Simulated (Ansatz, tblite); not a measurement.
Forces on Zn2Br4 at its r2SCAN-D4/def2-SVP geometry. The state is a singlet with charge 0.

The xTB rows come from tblite. The structure comes from a short search, and lower isomers may exist.

GFN2-xTB (tblite), largest force 0.67 eV/Å:

```xyz
6
positions Å, forces eV/Å
Zn   -1.426    0.747    0.036   -0.595    0.301    0.041
Zn    1.435   -0.728   -0.054    0.590   -0.311   -0.017
Br   -3.443    1.720    0.142   -0.038    0.021   -0.006
Br    0.116    0.108    1.811    0.027    0.028    0.530
Br   -0.081   -0.039   -1.832   -0.023   -0.020   -0.544
Br    3.399   -1.808   -0.103    0.039   -0.019   -0.005
```

r2SCAN-D4/def2-TZVP (Ansatz), largest force 0.11 eV/Å:

```
Zn 0.100 -0.052 0.009
Zn -0.101 0.051 0.005
Br -0.033 0.020 -0.009
Br -0.004 -0.003 -0.036
Br 0.002 -0.001 0.040
Br 0.035 -0.015 -0.009
```

PBE0-D4/def2-TZVP (Ansatz), largest force 0.13 eV/Å:

```
Zn 0.109 -0.055 0.007
Zn -0.108 0.057 0.004
Br -0.117 0.060 -0.005
Br -0.001 0.000 0.010
Br 0.000 -0.003 -0.007
Br 0.117 -0.060 -0.010
```
